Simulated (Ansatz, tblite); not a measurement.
Removing an electron: [InBrH3]- (InH₃Br⁻). The state is a singlet with charge -1. Geometry: r2SCAN-D4/def2-TZVPD. Ansatz, gas phase; energy differences of separate SCF runs; the oxidised species was run as a doublet alone.

```xyz
5

In    0.018    0.105    0.257
Br   -0.158   -0.898   -2.204
H    -1.258   -0.718    1.143
H    -0.249    1.828    0.033
H     1.646   -0.316    0.771
```

In the def2 sets In takes a core potential; there is no spin–orbit coupling. The xTB rows come from tblite. Correlated methods freeze 13 core orbitals; core or outer-core shells of In, Br are correlated, in sets that lack core-valence functions. In CCSD on the charge 0 doublet the largest single amplitude is 0.34, so its Hartree–Fock determinant may place the open shell otherwise than the density functionals do. HOMO above LUMO, or a gap near zero within one spin, warns that the state may not be the lowest or that an electron is smeared out.

| level | −HOMO (eV) | vertical IE (eV) | −LUMO (eV) | HOMO–LUMO gap (eV) | remarks |
| --- | --- | --- | --- | --- | --- |
| GFN1-xTB | 6.34 | 8.89 | 0.51 | 5.83 | – |
| GFN2-xTB | 6.42 | 9.35 | -0.24 | 6.66 | – |
| HF/def2-TZVPPD | – | 4.27 | – | – | – |
| r2SCAN-D4/def2-TZVPD | 1.83 | 4.46 | -3.43 | 5.25 | gap within one spin near zero (doublet) |
| PBE0-D4/def2-TZVPD | 2.72 | 4.63 | -3.36 | 6.08 | – |
| MP2/def2-TZVPPD | – | 5.23 | – | – | – |
| CCSD/def2-TZVPPD | – | 4.96 | – | – | – |
| CCSD(T)/def2-TZVPPD | – | 4.95 | – | – | – |

Run but left out: PBE-D4/def2-TZVPD (neutral doublet: an occupied level 0.14 eV above an empty one).  Raw xTB energy differences between charge states are shifted by several eV; the methods need an empirical correction for them.
